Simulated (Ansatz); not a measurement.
C2H8BGaSi can be A, `B[Si]1([GaH2])CC1`, or B, `B/C=[CH]\[GaH][SiH3]`.

Computed with Ansatz on PBE0-D4/def2-TZVP structures; ΔE is electronic, products minus reactants. CCSD(T)/CBS is the MP2 limit (def2-TZVPP, def2-QZVPP) plus CCSD(T) − MP2 in def2-TZVPP, frozen cores. Functionals use def2-TZVPP. B3LYP here is the variant with VWN-RPA as its local correlation; programs differ in this. For Ga outer-core shells are correlated without core-valence functions, which leaves a few kJ/mol of doubt a bond. Scalar relativity is left out up to krypton. One conformer a species, not always the lowest.

**Question.** Which is lower in electronic energy at CCSD(T)/CBS, and by how much? (Estimate.)

**Answer.** The calculation gave: B, by 41.8 kJ/mol.

**Question.** Give E(B) − E(A) in kJ/mol with B3LYP, CCSD(T)/def2-TZVPP, B2PLYP, r2SCAN-D4, MP2/def2-TZVPP, CCSD/def2-TZVPP, HF/def2-TZVPP. (An estimate is asked.)

**Answer.** Ansatz gave: B3LYP -42.1, CCSD(T)/def2-TZVPP -43.6, B2PLYP -41.6, r2SCAN-D4 -20.2, MP2/def2-TZVPP -31.8, CCSD/def2-TZVPP -49.2, HF/def2-TZVPP -83.6. None reverses the order clearly.

Largest T1 diagnostic: 0.015.

From PBE to PBE0 (25 % exact exchange), in def2-TZVPP and without D4, E(B) − E(A) moves by −6.6 kJ/mol. In def2-TZVPP, CCSD(T) changes the Hartree–Fock value by +40.0 kJ/mol (the triples alone add +5.6 kJ/mol) and MP2 by +51.9 kJ/mol.
